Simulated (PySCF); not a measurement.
Sb(Cl)3 cation (Cl₃Sb), SMILES [Cl][Sb]([Cl])[Cl] (connectivity only; charge and spin as stated), charge +1, multiplicity 2.

Geometry: r2SCAN-D4/def2-SVP. The spin state was assumed, not searched. The isomer is the one that the SMILES or the coordinates give; other isomers of the formula were not compared. The def2 effective core potentials stand for the cores of Sb; spin–orbit coupling is left out.

All values below come from r2SCAN-D4/def2-SVP (PySCF).

Frequencies are harmonic and unscaled.

Modes within 1.5 cm⁻¹ of each other (mostly degenerate sets) share a row, with their intensities summed.

**Question.** Give all harmonic wavenumbers and intensities. (Estimate from the structure and the level; the computed values follow.)

**Answer.** 
```csv
mode,ν (cm⁻¹),IR (km/mol),moving atoms (share of kinetic energy)
1–2,108,3.4,"Cl 89 %, Sb 11 %"
3,118,2.5,"Cl 64 %, Sb 36 %"
4,360,2.0,"Cl 89 %, Sb 11 %"
5–6,386,44.2,"Cl 72 %, Sb 28 %"
```
